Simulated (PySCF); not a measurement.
Species: C2H3FO4S.
SMILES with atom numbers: `[O:1]=[S:2]1(=[O:3])[O:4][CH2:5][C@H:6]([F:7])[O:8]1` (hydrogens: H9, H10 on C5; H11 on C6)

Computed geometry: GFN2-xTB, gas phase.

(1) What internal coordinates does the optimisation give?

## Answers

(1) 
```tsv
bond	length (pm)	order
O1=S2	141.2	double
S2=O3	140.7	double
S2–O4	160.8	single
O4–C5	140.1	single
C5–C6	155.6	single
C6–F7	136.9	single
C6–O8	136.6	single
S2–O8	163.5	single
C5–H9	109.6	single
C5–H10	109.1	single
C6–H11	109.8	single
```

Orders are formal, as drawn. A selection of angles:
```tsv
angle	degrees
O1–S2–O3	120.4
O1–S2–O4	109.8
O1–S2–O8	110.1
O3–S2–O4	110.5
O3–S2–O8	109.8
O4–S2–O8	93.0
S2–O4–C5	107.2
O4–C5–C6	106.0
O4–C5–H9	110.6
O4–C5–H10	108.1
C6–C5–H9	108.5
C6–C5–H10	112.6
H9–C5–H10	110.8
C5–C6–F7	108.7
C5–C6–O8	107.3
C5–C6–H11	114.6
F7–C6–O8	110.5
F7–C6–H11	106.1
O8–C6–H11	109.7
S2–O8–C6	107.8
```

Torsions: O1–S2–O4–C5 -72° (synclinal); S2–O4–C5–C6 -29° (synperiplanar); O4–C5–C6–F7 122° (anticlinal); C5–C6–O8–S2 25° (synperiplanar); O1–S2–O8–C6 73° (synclinal).

O4 (oxygen bonded to C and S) is bent (angle 107.2°). The 2 C–O bonds span 1.366 Å (C6–O8, drawn single) to 1.401 Å (O4–C5, drawn single), a spread of 0.035 Å. The O–S distances run from 1.407 Å (S2=O3, drawn double) to 1.635 Å (S2–O8, drawn single), a spread of 0.228 Å. The 5-membered ring S2–O4–C5–C6–O8 has internal angles of 93.0° to 107.8° (sum 521°, against 540° for a flat polygon); it is puckered, 0.19 Å rms from its mean plane, widest ring torsion 40°. Of the pairs four or more bonds apart, O1···F7 is among the closest relative to their van der Waals radii: 3.06 Å, 102 % of the sum of Bondi's values. S2 (sulfonyl sulfur) has angles from 93.0° to 120.4°.

Point group: C1 (no symmetry element, even within 0.4 Å). No GFN2-xTB frequencies stand behind this structure, so it isn't proved a minimum. The numbers are those of one conformer.
